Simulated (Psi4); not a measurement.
trichloroethylene (C2HCl3), singlet, at a GFN2-xTB geometry; B3LYP/def2-SV(P) (Psi4 1.11).

Here is a job for Psi4.
```
memory 2 GB

molecule mol {
0 1
Cl    2.164304    0.650631   -0.024884
C     0.968681   -0.568927   -0.034553
C    -0.332364   -0.292371   -0.001418
Cl   -0.967282    1.297247    0.054353
Cl   -1.500229   -1.550861   -0.012694
H     1.336608   -1.581513   -0.069361
}

set {
  basis def2-sv(p)
  reference rks
  scf_initial_accelerator none
}

energy('b3lyp')
print_variables()
```

Output, abridged:

```
   => Loading Basis Set <=

    Name: DEF2-SV(P)
    Role: ORBITAL
    Keyword: BASIS

         ---------------------------------------------------------
                                   SCF
               by Justin Turney, Rob Parrish, Andy Simmonett
                          and Daniel G. A. Smith
                              RKS Reference
         ---------------------------------------------------------

  ==> Geometry <==

    Molecular point group: c1
    Full point group: C1

    Geometry (in Angstrom), charge = 0, multiplicity = 1:

       Center              X                  Y                   Z               Mass
    ------------   -----------------  -----------------  -----------------  -----------------
         CL           2.176773211461     0.635592137106    -0.025538636921    34.968852682000
         C            0.981150211461    -0.583965862894    -0.035207636921    12.000000000000
         C           -0.319894788539    -0.307409862894    -0.002072636921    12.000000000000
         CL          -0.954812788539     1.282208137106     0.053698363079    34.968852682000
         CL          -1.487759788539    -1.565899862894    -0.013348636921    34.968852682000
         H            1.349077211461    -1.596551862894    -0.070015636921     1.007825032230

  Running in c1 symmetry.

  Rotational constants: A =      0.13292  B =      0.05138  C =      0.03706 [cm^-1]
  Rotational constants: A =   3984.96787  B =   1540.43467  C =   1110.97474 [MHz]
  Nuclear repulsion =  319.664307324776644

  Charge       = 0
  Multiplicity = 1
  Electrons    = 64
  Nalpha       = 32
  Nbeta        = 32

  ==> Algorithm <==

  SCF Algorithm Type is DF.
  DIIS enabled.
  MOM disabled.
  Fractional occupation disabled.
  Guess Type is SAD.
  Energy threshold   = 1.00e-06
  Density threshold  = 1.00e-06
  Integral threshold = 1.00e-12

  ==> Primary Basis <==

  Basis Set: DEF2-SV(P)
    Blend: DEF2-SV(P)
    Number of shells: 38
    Number of basis functions: 84
    Number of Cartesian functions: 89
    Spherical Harmonics?: true
    Max angular momentum: 2

  ==> DFT Potential <==

   => LibXC <=

    Version 7.1.2
    S. Lehtola, C. Steigemann, M. J. T. Oliveira, and M. A. L. Marques,  SoftwareX 7, 1–5 (2018) (10.1016/j.softx.2017.11.002)

   => Composite Functional: B3LYP <=

    B3LYP Hyb-GGA Exchange-Correlation Functional

    P. J. Stephens, F. J. Devlin, C. F. Chabalowski, and M. J. Frisch,  J. Phys. Chem. 98, 11623 (1994) (10.1021/j100096a001)

    Deriv               =              1
    GGA                 =           TRUE
    Meta                =          FALSE

    Exchange Hybrid     =           TRUE
    MP2 Hybrid          =          FALSE

   => Exchange Functionals <=

    0.0800   Slater exchange
    0.7200         Becke 88

   => Exact (HF) Exchange <=

    0.2000               HF

   => Correlation Functionals <=

    0.1900   Vosko, Wilk & Nusair (VWN5_RPA)
    0.8100   Lee, Yang & Parr

   => LibXC Density Thresholds  <==

    XC_HYB_GGA_XC_B3LYP:  1.00E-15

   => Molecular Quadrature <=

    Radial Scheme          =       TREUTLER
    Pruning Scheme         =           NONE
    Nuclear Scheme         =       TREUTLER

    Blocking Scheme        =         OCTREE
    BS radius alpha        =              1
    Pruning alpha          =              1
    Radial Points          =             75
    Spherical Points       =            302
    Total Points           =         124560
    Total Blocks           =           1013
    Max Points             =            256
    Max Functions          =             77
    Weights Tolerance      =       1.00E-15

   => Loading Basis Set <=

    Name: (DEF2-SV(P) AUX)
    Role: JKFIT
    Keyword: DF_BASIS_SCF

  ==> Integral Setup <==

  SCF_SUBTYPE=INCORE selected. In-core MEM_DF algorithm will be used.
  Using in-core AOs.

  ==> MemDFJK: Density-Fitted J/K Matrices <==

    J tasked:                   Yes
    K tasked:                   Yes
    wK tasked:                   No
    Algorithm:                 Core
    Schwarz Cutoff:           1E-12
    Mask sparsity (%):       5.0170
    Fitting Condition:        1E-10

   => Auxiliary Basis Set <=

  Basis Set: (DEF2-SV(P) AUX)
    Blend: DEF2-UNIVERSAL-JKFIT
    Number of shells: 170
    Number of basis functions: 552
    Number of Cartesian functions: 663
    Spherical Harmonics?: true
    Max angular momentum: 4

  Minimum eigenvalue in the overlap matrix is 2.7107651211E-03.
  Reciprocal condition number of the overlap matrix is 6.0974065480E-04.
    Using symmetric orthogonalization.

  ==> Pre-Iterations <==

  SCF Guess: Superposition of Atomic Densities via on-the-fly atomic UHF (no occupation information).

   -------------------------
    Irrep   Nso     Nmo
   -------------------------
     A         84      84
   -------------------------
    Total      84      84
   -------------------------

  ==> Iterations <==

                           Total Energy        Delta E     RMS |[F,P]|

   @DF-RKS iter SAD: -1456.99250764947897   -1.45699e+03   0.00000e+00
   @DF-RKS iter   1: -1456.77249880698128    2.20009e-01   6.24583e-03 DIIS
   @DF-RKS iter   2: -1456.63377805964410    1.38721e-01   8.32423e-03 DIIS
   @DF-RKS iter   3: -1456.91458108493998   -2.80803e-01   1.20818e-03 DIIS
   @DF-RKS iter   4: -1456.91964110347089   -5.06002e-03   3.05147e-04 DIIS
   @DF-RKS iter   5: -1456.91972802062037   -8.69171e-05   2.69648e-04 DIIS
   @DF-RKS iter   6: -1456.91998661103958   -2.58590e-04   1.43966e-05 DIIS
   @DF-RKS iter   7: -1456.91998735540119   -7.44362e-07   3.56830e-06 DIIS
   @DF-RKS iter   8: -1456.91998739992937   -4.45282e-08   1.23910e-06 DIIS
   @DF-RKS iter   9: -1456.91998740553595   -5.60658e-09   2.46797e-07 DIIS
  Energy and wave function converged.

  ==> Post-Iterations <==

   Electrons on quadrature grid:
      Ntotal   =   64.0000017231 ; deviation = 1.723e-06

    Orbital Energies [Eh]
    ---------------------

    Doubly Occupied:

[...]
    Virtual:

[...]
      84A      2.634833

    Final Occupation by Irrep:
              A
    DOCC [    32 ]
    NA   [    32 ]
    NB   [    32 ]

  @DF-RKS Final Energy: -1456.91998740553595

   => Energetics <=

    Nuclear Repulsion Energy =            319.6643073247766438
    One-Electron Energy =               -2645.0134634740502406
    Two-Electron Energy =                 945.7775450983813244
    DFT Exchange-Correlation Energy =     -77.3483763546435625
    Empirical Dispersion Energy =           0.0000000000000000
    VV10 Nonlocal Energy =                  0.0000000000000000
    Total Energy =                      -1456.9199874055359487

Computation Completed

Properties will be evaluated at   0.000000,   0.000000,   0.000000 [a0]

Properties computed using the SCF density matrix

 Multipole Moments:

 ------------------------------------------------------------------------------------
     Multipole            Electronic (a.u.)      Nuclear  (a.u.)        Total (a.u.)
 ------------------------------------------------------------------------------------

 L = 1.  Multiply by 2.5417464519 to convert [e a0] to [Debye]
 Dipole X            :         -1.4078545            1.5080403            0.1001858
 Dipole Y            :          1.5212611           -1.8188599           -0.2975988
 Dipole Z            :          0.0691224           -0.0791961           -0.0100737
 Magnitude           :                                                    0.3141715

 ------------------------------------------------------------------------------------

  Variable Map:
  ----------------------------------------------------------------------------
[...]
  Array Variable Map:
  ----------------------------------------------------------------------------
[...]
[...]
```
